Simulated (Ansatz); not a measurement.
Reaction (ligand exchange at the Si–N bond): `N[SiH2]N[SiH](N)F` + H–F → `N[SiH](F)F` + `N[SiH2]N`

Gas-phase electronic energies from Ansatz, PBE0-D4/def2-TZVP geometries. CCSD(T)/CBS is the MP2 limit (def2-TZVPP, def2-QZVPP) plus CCSD(T) − MP2 in def2-TZVPP, frozen cores. This one scheme is used for every species. DFT in def2-TZVPP. B3LYP here is the variant with VWN-RPA as its local correlation; programs differ in this. One conformer a species, not always the lowest.

```
            species  B3LYP energy (Eh)
`N[SiH2]N[SiH](N)F`         -848.28877
                H–F         -100.49272
       `N[SiH](F)F`         -546.06144
         `N[SiH2]N`         -402.75376
```

Q: Work out ΔE.

A: ΔE = (-546.06144) + (-402.75376) − (-848.28877) − (-100.49272) = -0.03371 Eh = -88.5 kJ/mol. CCSD(T)/CBS gives -70.4 kJ/mol.

Largest T1 diagnostic among the species: 0.011.

In def2-TZVPP, CCSD(T) changes the Hartree–Fock value by +27.5 kJ/mol (the triples alone add +4.3 kJ/mol) and MP2 by +29.5 kJ/mol. The D4 term adds +16.8 kJ/mol with B3LYP and +9.6 kJ/mol with PBE0; it sums over pairs of atoms, weighted by their polarisabilities, and B3LYP, whose exchange is more repulsive, gets the larger term.
